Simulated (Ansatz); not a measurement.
Mulliken charges of CH$_{4}$SiTe (`C1[SiH2][Te]1`) from B3LYP/def2-TZVPP in Ansatz (PBE0-D4/def2-TZVP geometry).

```tsv
atom	x (Å)	y (Å)	z (Å)	charge (e)
C1	-0.683	-0.317	-0.553	-0.386
Si2	0.658	0.480	0.424	0.240
Te3	0.113	-1.852	0.849	-0.047
H4	-0.504	-0.597	-1.585	0.144
H5	-1.720	-0.085	-0.334	0.144
H6	0.273	1.499	1.425	-0.048
H7	1.923	0.803	-0.273	-0.048
```

Question: By hand: the dipole of these point charges (1 e Å = 4.8032 D).

Answer: Σ q r = (-0.009, 0.116, -0.056) e Å, of length 0.129 e Å = 0.62 D.

Question: How does the dipole of the full density compare? (An estimate is asked.)

Answer: Computed: (-0.033, 0.264, -0.140) e Å, 1.44 D; the point charges give 0.43 times that, at 3° from its direction.

Point charges leave out the atoms' own dipoles, such as those of lone pairs, and Mulliken's split depends on the basis, so the two needn't agree.

B3LYP here is the variant with VWN-RPA as its local correlation; programs differ in this.
